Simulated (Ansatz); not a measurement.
Start from `C=CSC(F)(F)F` and change one atom or group to get `FC(F)(F)OBCl`.

Ansatz, PBE0-D4/def2-TZVP geometries, multiplicity 1. Each molecule was computed in one conformer, which needn't be the lowest.

```
                                          property  `C=CSC(F)(F)F`
               HOMO energy (B3LYP/def2-TZVPP) / eV           -6.90
                LUMO energy (PBE0/def2-TZVPP) / eV           -0.42
             LUMO energy (ωB97M-V/def2-TZVPP) / eV            1.68
size of the dipole moment (ωB97M-V/def2-TZVPP) / D            1.78
                 HOMO energy (PBE/def2-TZVPP) / eV           -5.97
             HOMO energy (ωB97M-V/def2-TZVPP) / eV           -9.26
```

**Question.** Give the same properties after the change, and the shifts. (Best estimate.)

**Answer.** The calculation gave: 
```json
{"property": "HOMO energy (B3LYP/def2-TZVPP) / eV", "`FC(F)(F)OBCl`": "-9.27", "shift": "-2.37"}
{"property": "LUMO energy (PBE0/def2-TZVPP) / eV", "`FC(F)(F)OBCl`": "-1.26", "shift": "-0.84"}
{"property": "LUMO energy (ωB97M-V/def2-TZVPP) / eV", "`FC(F)(F)OBCl`": "0.81", "shift": "-0.87"}
{"property": "size of the dipole moment (ωB97M-V/def2-TZVPP) / D", "`FC(F)(F)OBCl`": "0.68", "shift": "-1.10"}
{"property": "HOMO energy (PBE/def2-TZVPP) / eV", "`FC(F)(F)OBCl`": "-8.07", "shift": "-2.10"}
{"property": "HOMO energy (ωB97M-V/def2-TZVPP) / eV", "`FC(F)(F)OBCl`": "-11.84", "shift": "-2.58"}
```

With PBE0 the HOMO falls by 2.42 eV and the LUMO falls by 0.84 eV, so the gap widens by about 1.58 eV. PBE moves the HOMO by -2.10 eV and ωB97M-V by -2.58 eV. Dipoles are sizes alone; their direction can turn.

B3LYP here is the variant with VWN-RPA as its local correlation; programs differ in this.
